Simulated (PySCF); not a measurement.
# Excited states of Sb³⁺ (antimony, charge +3)

Ground state [Kr] 4d10 5s2, ¹S. Computed with PySCF 2.14 in def2-TZVPPD with one added diffuse shell each of s, p, d, f type with the def2 core potential (28 electrons) (8s6p5d3f, 72 functions), with scalar relativity through the core potential. Vertical excitation energies in eV without spin-orbit coupling; excited terms of each kind are numbered among those the solver found. Frozen: 4s2 4p6.

```json
{"term": "1 3P°", "leading excitation": "5s → p", "EOM-EE-CCSD": "8.551"}
{"term": "1 1P°", "leading excitation": "5s → p", "EOM-EE-CCSD": "12.013"}
{"term": "1 3D", "leading excitation": "5s → d", "EOM-EE-CCSD": "22.044"}
{"term": "1 3S", "leading excitation": "5s → s", "EOM-EE-CCSD": "23.178"}
{"term": "1 1S", "leading excitation": "5s → s", "EOM-EE-CCSD": "23.931"}
{"term": "1 1D", "leading excitation": "5s → d", "EOM-EE-CCSD": "24.304"}
{"term": "2 3P°", "leading excitation": "5s → p", "EOM-EE-CCSD": "26.697"}
{"term": "2 1P°", "leading excitation": "5s → p", "EOM-EE-CCSD": "26.932"}
{"term": "1 3F°", "leading excitation": "5s → f", "EOM-EE-CCSD": "28.749"}
{"term": "1 1F°", "leading excitation": "5s → f", "EOM-EE-CCSD": "28.885"}
{"term": "2 3D", "leading excitation": "5s → d", "EOM-EE-CCSD": "31.377"}
{"term": "2 1D", "leading excitation": "5s → d", "EOM-EE-CCSD": "31.614"}
```

Doubly excited terms such as np² are absent. The solver can miss terms.
